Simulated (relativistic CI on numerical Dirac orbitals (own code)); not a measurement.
**Line list: Electric-dipole lines, Os⁶⁸⁺**

Method of calculation: Dirac-Coulomb-Breit CI, separate exchange-only KLI orbitals for each configuration, model QED (radiative potential, 1s self-energy scaled to tabulated hydrogen-like ionisation energies), unscaled Slater integrals (own radial code, finite nucleus).

Configurations in the expansion (outside the closed core 1s2): 2s2 2p4, 2s 2p5, 2p6, 2p5 3s, 2s2 2p3 3s, 2p5 3p, 2p5 3d, 2s2 2p3 3p, 2s2 2p3 3d, 2s 2p4 3s, 2s 2p4 3p, 2s 2p4 3d, 2s2 2p3 4s, 2s2 2p3 4p, 2s2 2p3 4d, 2s2 2p3 4f, 2s2 2p2 3s2, 2s2 2p2 3s 3p, 2s 2p4 4s, 2s 2p4 4p, 2s2 2p3 5s, 2s2 2p2 3s 3d, 2s2 2p3 5p, 2s2 2p2 3p2, 2s 2p4 4d, 2s2 2p3 5d, 2s 2p4 4f, 2s2 2p3 5f, 2s2 2p3 5g, 2s2 2p2 3p 3d, 2s 2p3 3s2, 2s2 2p2 3d2, 2s 2p3 3s 3p, 2s 2p3 3s 3d, 2s 2p3 3p2, 2s 2p4 5s. Levels of other configurations are missing.

```tsv
λ vac (Å)	Lower	Upper	A (s⁻¹)	E lower (eV)	E upper (eV)
0.9419	2s2 2p4 3P_2 [1]	2s2 2p3 4d 3D°_3 [158]	9.21e+14	0.0	13162.6
1.0813	2s2 2p4 1D_2 [4]	2s2 2p3 3d 3F°_3 [148]	1.52e+15	1603.3	13069.8
1.0826	2s2 2p4 3P_2 [1]	2s2 2p3 3d 3P°_1 [68]	1.82e+15	0.0	11452.9
1.0832	2s2 2p4 3P_2 [1]	2s2 2p3 3d 3D°_2 [67]	1.76e+15	0.0	11446.0
1.0834	2s 2p5 3P°_1 [9]	2s 2p4 3d 3D_2 [364]	1.61e+15	3646.9	15090.8
1.0835	2s2 2p4 1S_0 [2]	2s2 2p3 3d 3D°_1 [70]	1.85e+15	63.6	11506.8
1.0835	2s2 2p4 3P_2 [1]	2s2 2p3 3d 3F°_3 [66]	1.69e+15	0.0	11443.1
1.0852	2s 2p5 3P°_2 [5]	2s 2p4 3d 3D_2 [196]	1.69e+15	2010.5	13435.3
1.0856	2s 2p5 3P°_2 [5]	2s 2p4 3d 3F_3 [195]	1.38e+15	2010.5	13431.4
1.0856	2s 2p5 3P°_2 [5]	2s 2p4 3d 3P_1 [194]	1.67e+15	2010.5	13430.9
1.0863	2s 2p5 1P°_1 [6]	2s 2p4 3d 3F_2 [204]	1.82e+15	2098.7	13511.7
1.0902	2s 2p5 3P°_2 [5]	2s 2p4 3d 5F_3 [190]	7.12e+14	2010.5	13383.2
1.1078	2s2 2p4 3P_2 [1]	2s 2p4 3p 3D°_3 [45]	5.91e+14	0.0	11191.8
1.2376	2s2 2p4 3P_1 [3]	2s2 2p3 3d 3P°_2 [81]	1.12e+15	1584.3	11602.7
1.2394	2s2 2p4 1D_2 [4]	2s2 2p3 3d 3F°_3 [82]	1.32e+15	1603.3	11606.5
1.2402	2s2 2p4 3P_0 [7]	2s2 2p3 3d 3D°_1 [172]	3.46e+15	3215.1	13211.8
1.2405	2s 2p5 3P°_2 [5]	2s 2p4 3d 3D_3 [111]	1.51e+15	2010.5	12004.8
1.2418	2s2 2p4 3P_1 [3]	2s2 2p3 3d 3S°_1 [78]	1.47e+15	1584.3	11568.4
1.2424	2s 2p5 3P°_1 [9]	2s 2p4 3d 3D_2 [218]	2.59e+15	3646.9	13626.4
1.2433	2s2 2p4 3P_2 [1]	2s2 2p3 3d 3D°_3 [25]	2.59e+15	0.0	9972.0
1.2434	2s2 2p4 1D_2 [4]	2s2 2p3 3d 1D°_2 [80]	2.11e+15	1603.3	11574.9
1.2437	2s2 2p4 3P_1 [3]	2s2 2p3 3d 3D°_2 [77]	1.96e+15	1584.3	11553.5
1.2437	2s2 2p4 1D_2 [4]	2s2 2p3 3d 1F°_3 [79]	1.79e+15	1603.3	11572.2
1.2454	2s2 2p4 3P_2 [1]	2s2 2p3 3d 3D°_2 [24]	1.16e+15	0.0	9955.5
1.2480	2s 2p5 1P°_1 [6]	2s 2p4 3d 1D_2 [114]	2.72e+15	2098.7	12033.5
1.2496	2s2 2p4 1S_0 [2]	2s2 2p3 3d 3D°_1 [26]	1.60e+15	63.6	9985.4
1.2499	2s 2p5 3P°_2 [5]	2s 2p4 3d 3P_2 [108]	2.10e+15	2010.5	11930.1
1.2500	2s 2p5 1P°_1 [6]	2s 2p4 3d 3P_1 [113]	1.80e+15	2098.7	12017.7
1.2501	2s 2p5 3P°_1 [9]	2s 2p4 3d 1P_1 [211]	2.02e+15	3646.9	13564.8
1.2514	2s 2p5 3P°_2 [5]	2s 2p4 3d 3D_3 [106]	1.45e+15	2010.5	11918.4
1.2515	2p6 1S_0 [10]	2p5 3d 1P°_1 [230]	3.36e+15	4149.6	14056.1
3.5956	2s2 2p3 3p 3D_3 [15]	2s2 2p3 4d 3F°_4 [155]	1.59e+14	9704.4	13152.6
3.6175	2s2 2p3 3p 3P_2 [17]	2s2 2p3 4d 3D°_3 [158]	1.30e+14	9735.3	13162.6
3.6990	2s2 2p3 3d 3D°_2 [19]	2s2 2p3 4f 3F_3 [162]	2.53e+14	9828.7	13180.5
3.7005	2s2 2p3 3d 3G°_4 [65]	2s2 2p3 4f 3H_5 [317]	3.04e+14	11426.1	14776.6
3.7059	2s2 2p3 3d 3F°_3 [20]	2s2 2p3 4f 3G_4 [164]	3.02e+14	9837.1	13182.7
3.7967	2s2 2p3 3d 5D°_4 [71]	2s2 2p3 4f 5F_5 [315]	3.16e+14	11509.6	14775.2
3.7979	2s2 2p3 3d 3F°_4 [73]	2s2 2p3 4f 3G_5 [326]	2.72e+14	11534.3	14798.8
3.7996	2s 2p4 3d 5F_5 [98]	2s 2p4 4f 5G°_6 [381]	3.18e+14	11874.1	15137.2
3.8003	2s2 2p3 3d 3G°_5 [75]	2s2 2p3 4f 3H_6 [325]	3.18e+14	11535.9	14798.4
3.8016	2s2 2p3 3d 3F°_4 [23]	2s2 2p3 4f 3G_5 [170]	3.20e+14	9943.0	13204.3
3.8163	2s2 2p3 3d 3D°_2 [24]	2s2 2p3 4f 3F_3 [169]	2.61e+14	9955.5	13204.3
3.8368	2s2 2p3 3d 3D°_3 [25]	2s2 2p3 4f 3F_4 [168]	2.86e+14	9972.0	13203.4
3.8471	2s2 2p3 3d 3D°_1 [26]	2s2 2p3 4f 1D_2 [171]	2.53e+14	9985.4	13208.2
8.4356	2s2 2p3 4f 3G_5 [170]	2s2 2p3 5g 3H°_6 [285]	9.63e+13	13204.3	14674.1
```

Terms are leading LS components. Brackets give the number of a level in order of energy, since labels repeat. The list gives strong lines, with weight on those to low levels, without lines whose two gauges differ by over a factor of 2.5, among the lowest 400 of 1493 levels, so that lines to higher ones, which can be the strongest, are missing. Levels whose partners in the same complex of configurations lie outside the list can be far off, and so can their lines. Rates are taken at the computed energies, electric ones in the length gauge.

At this charge energies of transitions that change n are usually good to better than 1 %, and those within a shell (Δn = 0) to a few per cent.

LS names give the leading component of a level, which can be under half, so a name can repeat, a term be missing and a line seem to break the LS rules.
